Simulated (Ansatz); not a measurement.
A run for Ansatz (a program for electronic structure): U-CCSD(T)/def2-SVP on CdFHSe (SMILES [F][Cd][SeH]), a point of a bond scan (R = 2.947 Å). Elements past Kr take the def2 small-core potentials; no spin–orbit coupling. The run froze 19 orbitals, filled d shells among them.

Ansatz 0.2 input:
```yaml
crystal:
  periodic: [false, false, false]
  atoms:
    - {symbol: Cd, position_ang: [0.41821029, -0.53976024, 0.29032552]}
    - {symbol: F, position_ang: [1.52317107, -1.95748803, 1.06506280]}
    - {symbol: Se, position_ang: [-0.97100683, 1.21879749, -0.70555416]}
    - {symbol: H, position_ang: [-0.56579531, 2.95474095, 1.64085612]}
basis:
  gaussian:
    orbitals: def2-SVP
correlation: {method: ccsd_t, electrons: outside_noble_gas}
scf: {omitted_lower_state_checks: [cluster_reference]}
magnetization: {spin_polarized: true, initial_magnetization: 0}
```

It printed:

```
WARN ansatz: RAYON_NUM_THREADS=1 ignored (pool sized by the plan → 1); use --threads N
Functional definition: HF
these checks for a lower state are left out or cut short: cluster_reference
integrals: 0.12 GiB planned
815 factors; integrals over basis functions are off by at most 6.1e-4 eV
mean field: 0.46 GiB planned
mean field evaluation 1: about -72546.4231 eV, gradient 2.5e1 eV
mean field evaluation 2: about -72546.5985 eV, gradient 2.5e1 eV
mean field evaluation 4: about -72550.4644 eV, gradient 2.5e0 eV
mean field evaluation 8: about -72550.5653 eV, gradient 1.4e-1 eV
mean field evaluation 16: about -72551.0703 eV, gradient 3.2e0 eV
mean field evaluation 32: about -72552.9323 eV, gradient 1.7e0 eV
mean field evaluation 64: about -72553.0114 eV, gradient 1.4e-6 eV
mean field evaluation 96: about -72552.8762 eV, gradient 5.0e-1 eV
mean field evaluation 128: about -72550.0918 eV, gradient 1.1e1 eV
mean field evaluation 160: about -72552.8812 eV, gradient 8.8e-1 eV
mean field evaluation 192: about -72552.8653 eV, gradient 1.9e-6 eV
mean field -72553.01140646 eV, -2666.2739909900 hartree, gradient 2.4e-6 eV, S^2 0.957410; 14 other end points of the search recorded, 0 dependent functions left out
19 core orbitals not correlated
reference -72553.01140646 eV, -2666.2739909900 hartree; 13, 13 occupied and 50, 50 virtual orbitals, 815 factors
second order -15.14870912 eV of doubles, -0.00000000 eV of singles
coupled cluster: 0.29 GiB planned
cycle   1  -14.91681761 eV  change    2.3e-1 eV  update   1.1e-1
cycle   2  -15.20379160 eV  change   -2.9e-1 eV  update   3.9e-2
cycle   3  -15.30871447 eV  change   -1.0e-1 eV  update   2.6e-2
cycle   4  -15.31508336 eV  change   -6.4e-3 eV  update   1.0e-2
cycle   5  -15.30777435 eV  change    7.3e-3 eV  update   6.7e-3
cycle   6  -15.30931344 eV  change   -1.5e-3 eV  update   5.7e-3
cycle   7  -15.31600519 eV  change   -6.7e-3 eV  update   5.2e-3
cycle   8  -15.32428994 eV  change   -8.3e-3 eV  update   4.3e-3
cycle   9  -15.33179103 eV  change   -7.5e-3 eV  update   2.6e-3
cycle  10  -15.33395143 eV  change   -2.2e-3 eV  update   1.3e-3
cycle  11  -15.33396925 eV  change   -1.8e-5 eV  update   5.8e-4
cycle  12  -15.33418113 eV  change   -2.1e-4 eV  update   2.7e-4
cycle  13  -15.33429340 eV  change   -1.1e-4 eV  update   1.3e-4
cycle  14  -15.33430294 eV  change   -9.5e-6 eV  update   8.8e-5
cycle  15  -15.33436543 eV  change   -6.2e-5 eV  update   6.3e-5
cycle  16  -15.33437842 eV  change   -1.3e-5 eV  update   4.1e-5
cycle  17  -15.33436614 eV  change    1.2e-5 eV  update   2.7e-5
coupled cluster: 0.30 GiB planned
perturbative correction -0.32255024 eV, -0.0118535028 hartree
Total energy: -72568.66832285 eV, -2666.8493720546 hartree
Checks for a lower state left out: cluster_reference
```

The calculation finished and met its thresholds. Its determinant has ⟨S²⟩ = 0.96, a mixture of spin states.

Cost: around 23 core-seconds (rough).
